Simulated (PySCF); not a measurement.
# Zr²⁺: excitation energy

Zr²⁺ [Kr] 4d2 (3F) → Zr²⁺ [Kr] 4d1 5p1 (high-spin determinant), as a difference of total energies. All numbers are calculated (PySCF 2.14, a scalar-relativistic core potential, in aug-cc-pVDZ-PP with ECP28MDF). Correlated levels: valence: 4s2 4p6 frozen. The calculations carry no spin-orbit coupling.

```csv
method,excitation energy (cm⁻¹)
UHF,53975
LDA,52351
PBE,53016
PBE0,54342
r2SCAN,54543
PBEsol,52835
CAM-B3LYP,54616
HSE06,54167
TPSSh,54301
MP2 (valence),53942
SCS-MP2 (valence),53964
```

The determinant of the upper state mixes LS terms, which raises its energy above the lowest term, most at the Hartree-Fock and MP2 levels.
